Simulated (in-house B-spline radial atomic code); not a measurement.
Ba⁸⁺. Computed with a B-spline radial atomic code. Model: all-electron spherical atom, spin shells full or empty, radial basis limit, no spin-orbit coupling, Breit or QED, empty-state partial waves extrapolated as (l+1/2)^-4, RPA, G0W0 and static COHSEX of the highest shell as one setting changes (uncorrelated shells keep exact exchange).

Empty levels are discrete states of a finite basis, so the steps are uneven.

Given: element Ba; charge 8; filled core Kr; hamiltonian one-electron scalar X2C; mean-field start Hartree-Fock; highest l of empty states 9; nuclear rms radius 4.8378 fm; lowest nl shells left uncorrelated 6; highest mean-field shell 5s; box radius 7.7 bohr.

Shell: 4d 5 5, 5s 1 1 (electrons up and down).

| highest empty level kept (hartree) | RPA correlation energy (hartree) | G0W0 level (eV) | G0W0 minus most complete (meV) | COHSEX level (eV) | linearised minus solved G0W0 (meV) |
| --- | --- | --- | --- | --- | --- |
| 27 | -0.99208 | -131.07 | 128.2 | -132.77 | 0.9 |
| 54 | -1.1311 | -131.15 | 49.3 | -133 | 0.9 |
| 94.5 | -1.1911 | -131.17 | 22.2 | -133.08 | 1 |
| 162 | -1.2188 | -131.19 | 8 | -133.12 | 1 |
| 270 | -1.2277 | -131.19 | 3.1 | -133.14 | 1 |
| 486 | -1.2305 | -131.19 | 1.1 | -133.15 | 1 |
| 810 | -1.2314 | -131.19 | 0.5 | -133.15 | 1 |
| 1620 | ? | ? | ? | ? | ? |
| 3240 | -1.2322 | -131.19 | 0 | -133.15 | 1 |
| 6750 | ? | ? | ? | ? | ? |
| 16200 | -1.2322 | -131.19 | 0 | -133.15 | 1 |
| 54000 | -1.2322 | -131.19 | 0 | -133.15 | 1 |

(1) What follows for highest empty level kept = 6750?

(2) What follows for highest empty level kept = 1620?

Answers

(1) RPA correlation energy -1.2322 hartree; G0W0 level -131.19 eV; G0W0 minus most complete 0 meV; COHSEX level -133.15 eV; linearised minus solved G0W0 1 meV.

(2) RPA correlation energy -1.232 hartree; G0W0 level -131.19 eV; G0W0 minus most complete 0.2 meV; COHSEX level -133.15 eV; linearised minus solved G0W0 1 meV.
